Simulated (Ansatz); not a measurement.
A made-up structure of LiSiH2Se, doublet:

Li1  (-1.008, -1.176, 0.858)
Se2  (1.281, -0.805, 1.057)
Si3  (0.420, 0.276, -0.667)
H4  (-1.095, -0.067, -0.654)
H5  (-1.960, -1.787, 1.976)
(Å)

It is relaxed with PBE-D4/def2-SVP and then PBE0-D4/def2-TZVP (Ansatz 0.2.0). Atoms count as bonded within 1.22 times the sum of their covalent radii (H–H: 0.88 Å). The end point is not checked to be a true minimum.

Task: Does its bonding change? (Judge from chemistry; the calculation decides.)

Result: Computed: Yes. Formed: Se2–H5; broken: Li1–H5.

Where it ends: The first stage lowers the energy by 0.45 eV in 11 steps. It ends as LiSiH₂Se ([H]1[Li]2[SeH][Si]12):
```xyz
5
angstrom
Li -1.3489 -1.5673 -0.3625
Se 0.3323 -1.5327 1.3624
Si 0.3883 0.2717 -0.3252
H -1.1955 0.1882 -0.4887
H -0.5378 -0.9184 2.3831
```

Labels in which every atom is bracketed show which atoms are joined, not bond orders.

For scale, one of the runs: PBE0-D4/def2-TZVP relaxation, 111 basis functions, launched by `ansatz run in.yaml --threads 2 --pin off --events-out ev --progress --plain --max-ram 4352MiB`. The run took about 2 min on 2 CPU threads of an Arm Neoverse V1 (shared host).
